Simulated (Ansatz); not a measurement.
Reactions of `CC[SiH2]CS`.

Gas-phase electronic energies from Ansatz, PBE0-D4/def2-TZVP geometries. CCSD(T)/CBS adds triple-zeta CCSD(T) − MP2 to the extrapolated MP2 energy (def2 sets, frozen cores). This one scheme is used for every species. Functionals use def2-TZVPP. For Se outer-core shells are correlated without core-valence functions, which leaves a few kJ/mol of doubt a bond. Scalar relativity is left out up to krypton. One conformer a species, not always the lowest.

```
                                      reaction  CCSD/CBS(def2) (kcal/mol)  MP2/CBS(def2) (kcal/mol)  ωB97M-V (kcal/mol)  HF/CBS(def2) (kcal/mol)  CCSD(T)/CBS(def2) (kcal/mol)
   `CC[SiH2]CS` + `FCS` → `FCSCS` + `CC[SiH3]`                        8.6                       8.0                 8.5                      8.1                           8.3
   `CC[SiH2]CS` + `OBS` → `CCOBS` + `[SiH3]CS`                       16.4                      18.5                16.4                     11.5                          16.8
   `CC[SiH2]CS` + `C=O` → `O=C[SiH2]CS` + `CC`                        1.7                       2.4                 1.3                      0.8                           1.6
`CC[SiH2]CS` + SiH₄ → `CC[SiH2][SiH3]` + CH₃SH                       -0.4                       1.5                 0.7                     -0.7                          -0.2
   `CC[SiH2]CS` + `OCF` → `CCOCF` + `[SiH3]CS`                       14.7                      16.8                14.6                     10.1                          15.1
 `CC[SiH2]CS` + H₂Se → `CC[SiH2][SeH]` + CH₃SH                      -17.0                     -17.5               -15.9                    -18.8                         -16.7
        `CC[SiH2]CS` + H₂ → `CC[SiH3]` + CH₃SH                       -6.2                      -2.9                -5.1                    -13.5                          -4.7
 `CC[SiH2]CS` + `OBCl` → `SCOBCl` + `CC[SiH3]`                       20.5                      22.6                20.1                     15.9                          20.8
       `CC[SiH2]CS` + H₂O → `O[SiH2]CS` + `CC`                      -24.9                     -24.2               -25.1                    -30.7                         -24.2
```

Largest T1 diagnostic: 0.015, for `C=O`.
